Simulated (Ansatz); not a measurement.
Consider the hydrogenolysis of the Al–C bond: `C=[CH][Al]([CH3])[OH]` + H₂ → `[CH3][AlH][OH]` + ethylene.

Isolated molecules relaxed with PBE0-D4/def2-TZVP in Ansatz; ΔE leaves out vibrations. CCSD(T)/CBS adds triple-zeta CCSD(T) − MP2 to the extrapolated MP2 energy (def2 sets, frozen cores). This one scheme is used for every species. Functionals use def2-TZVPP. B3LYP here is the variant with VWN-RPA as its local correlation; programs differ in this. HSE06 is defined as in plane-wave codes. One conformer a species, not always the lowest.

```tsv
level	ΔE (kJ/mol)	difference from CCSD(T)/CBS
LDA (SPW92)	-11.2	-1.4
PBE-D4	-8.0	1.8
revPBE-D4	-4.9	4.9
BLYP-D4	-8.1	1.7
r2SCAN-D4	-7.3	2.5
B97M-V	-23.5	-13.7
PBE0-D4	-11.6	-1.8
B3LYP-D4	-11.6	-1.8
r2SCANh-D4	-8.7	1.1
r2SCAN0-D4	-10.6	-0.8
HSE06-D4	-11.5	-1.7
BHLYP-D4	-15.9	-6.1
CAM-B3LYP-D4	-16.2	-6.4
ωB97X-V	-14.3	-4.5
ωB97M-V	-11.5	-1.7
B2PLYP	-15.6	-5.8
PBE-QIDH	-13.1	-3.3
PBE	-14.1	-4.3
r2SCAN	-9.2	0.6
PBE0	-17.1	-7.3
B3LYP	-21.2	-11.4
r2SCANh	-10.7	-0.9
r2SCAN0	-12.9	-3.1
HSE06	-16.8	-7.0
BHLYP	-24.5	-14.7
CAM-B3LYP	-22.1	-12.3
LC-ωPBE	-18.9	-9.1
RPA@PBE/def2-TZVPP	-12.0	-2.2
HF/def2-SVP	-37.7	-27.9
MP2/def2-SVP	-14.9	-5.1
CCSD/def2-SVP	-24.5	-14.7
CCSD(T)/def2-SVP	-20.9	-11.1
HF/def2-TZVPP	-34.6	-24.8
MP2/def2-TZVPP	-5.3	4.5
SCS-MP2/def2-TZVPP	-11.8	-2.0
CCSD/def2-TZVPP	-16.3	-6.5
CCSD(T)/def2-TZVPP	-11.2	-1.4
SCS-MP2/def2-QZVPP	-11.0	-1.2
HF/CBS(def2)	-34.7	-24.9
MP2/CBS(def2)	-3.8	6.0
CCSD(T)/CBS	-9.8	0
```

**Question.** What do rigid-rotor, harmonic-oscillator terms from PBE0-D4/def2-TZVP frequencies (298.15 K, 1 bar) make of the CCSD(T)/CBS value? (Estimate.)

**Answer.** Computed: ΔZPE = +14.6 kJ/mol, ΔH = -0.3 kJ/mol, ΔS = 23 J/(mol·K), ΔG = -7.3 kJ/mol. Modes under 50 cm⁻¹ make the entropy rough.

Largest T1 diagnostic among the species: 0.012.

From BLYP to BHLYP (50 % exact exchange), in def2-TZVPP and without D4, ΔE moves by −4.6 kJ/mol. In def2-TZVPP, CCSD(T) changes the Hartree–Fock value by +23.4 kJ/mol (the triples alone add +5.1 kJ/mol) and MP2 by +29.3 kJ/mol.

CCSD(T)/CBS has its own doubt, a few kJ/mol and more with outer-core shells, so smaller differences from it don't rank the levels.
